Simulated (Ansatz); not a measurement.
# Molecular dynamics of CH$_{7}$NOSi$_{2}$

Input:

```yaml
crystal:
  periodic: [false, false, false]
  atoms:
    - { symbol: Si, position_ang: [-1.340232, 1.351038, 0.96193] }
    - { symbol: Si, position_ang: [0.273042, 0.597234, -0.431361] }
    - { symbol: "N", position_ang: [0.107059, -1.013522, -1.245462] }
    - { symbol: C, position_ang: [1.314081, -1.438944, -0.402173] }
    - { symbol: O, position_ang: [1.656024, -0.186748, 0.299622] }
    - { symbol: H, position_ang: [-0.827946, 2.39748, 1.814208] }
    - { symbol: H, position_ang: [-2.443704, 1.887328, 0.201083] }
    - { symbol: H, position_ang: [-1.843657, 0.287427, 1.79719] }
    - { symbol: H, position_ang: [0.661763, 1.646104, -1.359476] }
    - { symbol: H, position_ang: [-0.722619, -1.539622, -0.85664] }
    - { symbol: H, position_ang: [1.086793, -2.269607, 0.306308] }
    - { symbol: H, position_ang: [2.156497, -1.773369, -1.051129] }
basis:
  gaussian: { orbitals: STO-3G }
hamiltonian:
  xc: pbe0
  dispersion: d4
md:
  timestep: 4.0
  n_steps: 40
  ensemble: nve
  temperature: 300.0
  initial_velocities: maxwell_boltzmann
  seed: 137145
scf:
  lower_state_search: "off"
```

Command:

```bash
$ ansatz run input.yaml --threads 1 --pin off --max-ram 2048MiB --backend cpu --events-out ev --progress --plain --runs-dir out
```

It starts from a relaxed structure.

Output, in part (step lines, the closing report, with atoms numbered from 0):

```
md step     0: t =     0.00 fs  T =   300.0 K  F+E_penalty+E_count = -20189.21958317 eV  E_kin = 0.387780 eV  conserved = -20188.83180317 eV  (13 SCF iters)
md step    33: t =   132.00 fs  T = 948110.1 K  F+E_penalty+E_count = -20108.90527358 eV  E_kin = 1225.527098 eV  conserved = -18883.37817603 eV  (542 SCF iters)
md step    34: t =   136.00 fs  T = 947424.7 K  F+E_penalty+E_count = -20108.06657356 eV  E_kin = 1224.641101 eV  conserved = -18883.42547287 eV  (526 SCF iters)
md step    35: t =   140.00 fs  T = 947192.6 K  F+E_penalty+E_count = -20107.77934420 eV  E_kin = 1224.341181 eV  conserved = -18883.43816323 eV  (523 SCF iters)
md step    36: t =   144.00 fs  T = 947187.0 K  F+E_penalty+E_count = -20107.77222680 eV  E_kin = 1224.333960 eV  conserved = -18883.43826675 eV  (427 SCF iters)
md step    37: t =   148.00 fs  T = 947406.2 K  F+E_penalty+E_count = -20108.04322861 eV  E_kin = 1224.617250 eV  conserved = -18883.42597907 eV  (334 SCF iters)
md step    38: t =   152.00 fs  T = 948071.0 K  F+E_penalty+E_count = -20108.85637498 eV  E_kin = 1225.476611 eV  conserved = -18883.37976393 eV  (531 SCF iters)
md step    39: t =   156.00 fs  T = 949847.4 K  F+E_penalty+E_count = -20111.10024734 eV  E_kin = 1227.772708 eV  conserved = -18883.32753954 eV  (582 SCF iters)
[... lines left out ...]
md step    40: t =   160.00 fs  T = 951485.2 K  F+E_penalty+E_count = -20114.12121374 eV  E_kin = 1229.889733 eV  conserved = -18884.23148121 eV  (946 SCF iters)
Total energy: -20114.12127508 eV, -739.1803230182 hartree
Atom 0 at   -14.940084     0.025809    20.205003 Å, force    -0.544248    -0.081539     0.696115 eV/Å
Atom 1 at   -13.321934    39.925513    -9.382661 Å, force     0.000016     0.000002    -0.000090 eV/Å
Atom 2 at    36.467879   -19.065000   -26.216049 Å, force     0.001006    -0.000848    -0.000421 eV/Å
Atom 3 at    50.919592   -62.394028   -20.971760 Å, force     0.000013     0.000080    -0.000051 eV/Å
Atom 4 at   -20.565195    14.535775    22.838872 Å, force     0.000287    -0.000589    -0.000200 eV/Å
Atom 5 at   -14.044081     0.160578    19.058639 Å, force     0.543960     0.081902    -0.695992 eV/Å
Atom 6 at   -77.807763   -13.607384    17.367074 Å, force    -0.000051    -0.000407     0.000263 eV/Å
Atom 7 at    31.234752   -34.440587   -54.973070 Å, force    -0.000011     0.000072     0.000176 eV/Å
Atom 8 at    48.073271   156.422222  -114.438809 Å, force    -0.000006    -0.000017     0.000013 eV/Å
Atom 9 at   -93.617978   -54.211419    41.692218 Å, force     0.000218     0.000489    -0.000288 eV/Å
Atom 10 at    58.534851  -331.019933    76.073648 Å, force    -0.000001     0.000008    -0.000002 eV/Å
Atom 11 at    59.747901   -38.027608   -36.334484 Å, force    -0.001184     0.000847     0.000476 eV/Å
Dipole moment:   -10.469921    37.634221     9.296689 e Å
```

The steps, from the saved trajectory:

```tsv
time (fs)	T (K)	potential energy less start (eV)	conserved less start (meV/atom)
0.0	300	0.000	0.00
4.0	352	0.632	58.27
8.0	5699	5.105	1007.00
12.0	27702	14.436	4154.73
16.0	53770	23.578	7724.45
20.0	176453	33.560	21771.31
24.0	412468	107.691	53371.65
28.0	668409	91.945	79628.55
32.0	682851	66.892	79096.42
36.0	694068	70.990	80646.16
40.0	698546	74.408	81413.34
44.0	714234	78.232	83421.96
48.0	715486	75.661	83342.58
52.0	717349	72.824	83306.83
56.0	717512	72.154	83268.50
60.0	719227	70.440	83310.45
64.0	719237	65.916	82934.55
68.0	766969	88.508	89958.67
72.0	949974	76.284	108652.70
76.0	951253	74.905	108675.59
80.0	949701	77.263	108704.89
84.0	948161	79.283	108707.27
88.0	947741	79.801	108705.29
92.0	948186	79.252	108707.49
96.0	949767	77.162	108703.51
100.0	951311	74.982	108688.30
104.0	949811	76.824	108680.18
108.0	948247	78.944	108688.36
112.0	947813	79.485	108686.63
116.0	948374	78.785	108688.78
120.0	950031	76.461	108673.60
124.0	951561	75.060	108721.74
128.0	949923	78.019	108791.78
132.0	948110	80.314	108787.80
136.0	947425	81.153	108783.86
140.0	947193	81.440	108782.80
144.0	947187	81.447	108782.79
148.0	947406	81.176	108783.82
152.0	948071	80.363	108787.67
156.0	949847	78.119	108792.02
160.0	951485	75.098	108716.69
```

The run went to its last step. The conserved energy changed by up to 110000 meV per atom, so the integration failed: the time step of 4 fs is too long for the fastest motions that this run met, and the later frames carry no physical meaning.

Parted: Si1–Si2 2.26 → 49.70 Å, Si1–H7 1.44 → 64.39 Å, Si1–H8 1.44 → 94.72 Å, Si2–N3 1.81 → 79.01 Å, Si2–C4 2.29 → 121.37 Å, Si2–O5 1.75 → 41.66 Å. It ends as C + H + H + H + H + H + H + HSi + N + O + Si. Pairs count as bonded within 1.25 times the sum of covalent radii (0.12 Å more for H–H).

Last frame:

```xyz
12
Properties=species:S:1:pos:R:3
Si -14.940 0.026 20.205
Si -13.322 39.925 -9.383
N 36.468 -19.065 -26.216
C 50.920 -62.394 -20.972
O -20.565 14.536 22.839
H -14.044 0.161 19.059
H -77.808 -13.607 17.367
H 31.235 -34.441 -54.973
H 48.073 156.422 -114.439
H -93.618 -54.211 41.692
H 58.535 -331.020 76.074
H 59.748 -38.028 -36.334
```

Run time: 9.5 min on 1 thread of Arm Neoverse V1 (shared host), peak memory 0.12 GiB.
